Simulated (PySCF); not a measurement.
Sn(Br)(OH)3 (BrH₃O₃Sn), SMILES [OH][Sn]([OH])([OH])[Br].

Geometry: r2SCAN-D4/def2-SVP. The structure was generated by enumeration; whether it is a known compound was not checked. The def2 effective core potentials stand for the cores of Sn; spin–orbit coupling is left out. One conformer was computed; it need not be the lowest.

Two levels are set side by side: TDA-PBE/def2-SVPD (PySCF) and TDA-M06-2X/def2-SVPD (PySCF). Vertical, same geometry. The lowest singlet is HOMO→LUMO 94 % with PBE and HOMO→LUMO 86 % with the other functional; states are paired by order. Differences are taken from unrounded values.

| quantity | TDA-PBE |
|---|---|
| lowest singlet excitation (eV) | 4.23 |
| lowest triplet excitation (TDA) (eV) | 3.88 |
| first bright state (f over 0.05) (eV) | 4.57 |
| its oscillator strength | 0.05 |

Task: These are the TDA-PBE values. What does TDA-M06-2X give? (The exact figures need the calculation; the answer reports its results.)

Result: 
| quantity | TDA-M06-2X | TDA-PBE minus TDA-M06-2X |
|---|---|---|
| lowest singlet excitation (eV) | 5.63 | -1.40 |
| lowest triplet excitation (TDA) (eV) | 5.22 | -1.33 |
| first bright state (f over 0.05) (eV) | 6.31 | -1.75 |
| its oscillator strength | 0.14 | -0.09 |

Functionals without exact exchange tend to place singlet excitations lower, as here. Differences between two approximate levels are no errors against the true value.

Rough cost on one machine, each run with all the roots and properties that it gave: TDA-M06-2X against TDA-PBE about 7 times.
